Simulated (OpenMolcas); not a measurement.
Mo2+ (d4) among equal point charges was computed by CASSCF with the d shell active (OpenMolcas, ANO-RCC-VDZP on the metal). Its lowest spin-free states, and all those of the highest spin:

```
2S+1  Degeneracy  E (cm-1)
   3           1       0.0
   3           2      2447
   5           2      5885
   1           2      8421
   1           1     10280
   1           2     10451
   1           1     17562
   3           1     18536
   3           2     19004
   3           2     20389
   3           1     21223
   3           2     21526
   5           2     26456
   5           1     29950
```

Is the site octahedral, tetrahedral or cube-like, axial, or of lower symmetry?

The states with 2S+1 = 5 have orbital degeneracies 2, 2, 1. There are pairs but no triples, so the site is axial: not cubic, but with a proper or improper axis of order three or more. The run had Mo2+ among 6 point charges of -1.7 e arranged as a trigonal antiprism (D3d), 1.88 Å from the ion, with a polar angle of 57.5° against the regular 54.74°. The active orbitals were held to one l.

Without dynamic correlation the repulsion within the d shell is too large (B by tens of per cent), so at a given field states of lower spin stand too high. This shell can be high or low spin here, a state of another spin lies low, and with metal d orbitals alone active their balance is uncertain, so the ground spin may be wrong, although the usual error favours high spin. This is an electrostatic model: the charges have no orbitals. No measured value stands beside these numbers.
